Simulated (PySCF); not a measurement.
**[Eu(H2S)3]3+ at several levels of theory**

Computed with PySCF 2.14.0 (density fitting, no spin-orbit coupling) at the geometry relaxed with B3LYP:

```xyz
10
[Eu(H2S)3]3+ (singlet in the valence; each metal's 4f electrons, 6 of them, lie in its core potential, out of spins and levels)
Eu    0.0832   -0.0428   -0.8831
S     2.7026    0.0221    0.3533
H     2.8537   -1.1204    1.0905
H     3.6086   -0.3066   -0.6199
S    -1.2981    2.2909    0.1201
H    -0.3516    3.2273    0.4362
H    -1.8131    2.9548   -0.9606
S    -1.5385   -2.3715   -0.3118
H    -1.4038   -2.6888    1.0119
H    -2.8430   -1.9650   -0.2368
```

```
    level                                                 basis    state  HOMO (eV)  gap (eV)  charge on Eu1 (e)  population of f-type functions on Eu1 (polarisation alone where 4f lies in the core)  dipole about the centre of mass (D)  largest force component (eV/Å)
    B3LYP     Eu lcecp-1-SVP with ECP52, S def2-SVP, H def2-SVP  singlet     -21.29      4.46               1.59                                                                                  0.02                                 0.50                            0.01
   r2SCAN                                              the same  singlet     -20.66      3.57               1.66                                                                                  0.02                                 0.51                            0.13
CAM-B3LYP                                              the same  singlet     -22.82      7.22               1.64                                                                                  0.02                                 0.43                            0.15
      PBE                                              the same  singlet     -20.38      3.02               1.53                                                                                  0.02                                 0.70                            0.35
    B3LYP  Eu lcecp-1-TZVP with ECP52, S def2-TZVP, H def2-TZVP  singlet     -21.22      4.54               1.75                                                                                  0.03                                 0.55                            0.26
```

In the lcecp rows the 4f levels are missing from HOMO and gap, and the state counts the valence alone.

Charges are Mulliken's, which hang on the basis. The relaxation used the grid (50, 194), these runs (75, 302) or, all-electron (x2c bases, spin-free X2C Hamiltonian), (99, 590).

**Question.** What does revPBE with Eu lcecp-1-SVP with ECP52, S def2-SVP, H def2-SVP give here?

**Answer.** state singlet, HOMO (eV) -20.35, gap (eV) 3.07, charge on Eu1 (e) 1.57, population of f-type functions on Eu1 (polarisation alone where 4f lies in the core) 0.02, dipole about the centre of mass (D) 0.65, largest force component (eV/Å) 0.27. Time: 11 s on 2 threads of Arm Neoverse V1, with other jobs on the host, from an already converged density.

In the first row's basis the gap widens with exact exchange: 3.0 to 3.6 eV for PBE, revPBE, r2SCAN (none); 4.5 eV for B3LYP (a fixed share); 7.2 eV for CAM-B3LYP (rising or full at long range).

No frequency check is given that shows the relaxed geometry to be a minimum, and it was reached by following one of several unstable modes of a saddle point. An lcecp potential fixes the number of 4f electrons, so in runs with it no electron can move into or out of that shell.
